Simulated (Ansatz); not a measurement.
`[CH3][GeH2][I]` → `[CH2]` (triplet) + `[GeH3][I]` at 500 K and 1 bar (formal loss of a carbene).

Program: Ansatz. Geometries: PBE0-D4/def2-TZVP. ΔE: electronic, gas phase. CCSD(T)/CBS adds triple-zeta CCSD(T) − MP2 to the extrapolated MP2 energy (def2 sets, frozen cores). This one scheme is used for every species. Triplets are unrestricted, without spin–orbit coupling. def2 core potentials past Kr. For Ge, I outer-core shells are correlated without core-valence functions, which leaves a few kJ/mol of doubt a bond. Scalar relativity is left out up to krypton.

```
          species  CCSD(T)/CBS energy (Eh)  H − E (kJ/mol)  S (J/(mol·K))
 `[CH3][GeH2][I]`              -2414.65603           176.1          381.9
`[CH2]` (triplet)                -39.09499            62.7          213.9
      `[GeH3][I]`              -2375.37957            88.4          317.4
```

H − E and S are ideal-gas, rigid-rotor, harmonic terms from PBE0-D4/def2-TZVP, with the whole ground term of open shells counted as degenerate. 1 Eh = 2625.50 kJ/mol, R = 8.31446 J/(mol·K).

Question: By hand: ΔE, ΔH, ΔS and ΔG.

Answer: ΔE = (-39.09499) + (-2375.37957) − (-2414.65603) = 0.18147 Eh = 476.4 kJ/mol. Δ(H − E) = 62.7 + 88.4 − 176.1 = -25.0, so ΔH = 451.4 kJ/mol. ΔS = 213.9 + 317.4 − 381.9 = 149.4 J/(mol·K). ΔG = 451.4 − 500 × (149.4)/1000 = 376.7 kJ/mol.

Question: By hand: the equilibrium constant, and the temperature at which ΔG would vanish if ΔH and ΔS stayed fixed.

Answer: log₁₀ K = −ΔG/(RT ln 10) = -39.4. ΔG = 0 at ΔH/ΔS = 3021 K, far beyond where these terms or the molecules hold.

The number of gas molecules changes by +1, which sets the sign of ΔS. A doubt of 5 kJ/mol in ΔE shifts log₁₀ K by 0.5 here. A triplet takes part, so the spin changes. These are equilibria of isolated gas molecules and say nothing of rates. Largest T1 diagnostic: 0.011 (customary marks: 0.02 for closed shells, 0.045 for open ones).
